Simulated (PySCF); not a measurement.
C₄H₄F₂, SMILES FC1(F)C=CC1. The structure is a stationary point at B3LYP-D3(BJ)/def2-SVP.

Q: Give the equilibrium geometry at B3LYP-D3(BJ)/def2-SVP (PySCF confirms it by a frequency run) as Cartesian coordinates in Å, and its point group. (An estimate is asked for; the answer gives what the named calculation found.)

A: point group Cs.
```xyz
10

F      0.0229     1.1915     1.0883
C      0.0232     0.3794     0.0000
F      0.0229     1.1915    -1.0883
C      1.0550    -0.7252     0.0000
C      0.1119    -1.6816     0.0000
C     -1.0745    -0.7236     0.0000
H      2.1462    -0.7132     0.0000
H      0.1587    -2.7730     0.0000
H     -1.7055    -0.7273    -0.9028
H     -1.7055    -0.7273     0.9028
```
Charge 0, spin multiplicity 1.
